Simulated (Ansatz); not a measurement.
Wavefunction ladder for `C=[CH][SnH]([CH3])[F]`

```xyz
12

C    -0.981    0.946    1.584
C    -0.325    1.490    0.565
Sn    0.691    0.303   -0.862
C     0.369   -1.778   -0.565
F    -0.158    0.699   -2.556
H    -1.503    1.552    2.321
H    -1.036   -0.129    1.736
H    -0.307    2.572    0.463
H     2.316    0.761   -1.127
H    -0.700   -1.971   -0.477
H     0.761   -2.325   -1.422
H     0.874   -2.120    0.339
```

Charge 0, multiplicity 1. Correlated methods include outer-core shells of Sn, which these sets cover unevenly. Sn: def2 effective core potential. All single points use the PBE0-D4/def2-TZVP geometry. It is one conformer, not always the lowest. Frozen core, restricted reference, Ansatz.

| basis | HF (Eh) | MP2 corr. |
| --- | --- | --- |
| def2-SVP | -430.28363 | -0.71205 |
| def2-TZVPP | -430.55862 | -1.08432 |
| def2-QZVPP | -430.57144 | -1.35403 |

Question: Estimate the CCSD correlation energy and the (T) correction in each basis where they were run (hartree).

Answer: 
```json
{"basis": "def2-SVP", "CCSD corr.": "-0.76366", "(T)": "-0.02192"}
{"basis": "def2-TZVPP", "CCSD corr.": "-1.11358", "(T)": "-0.04056"}
```
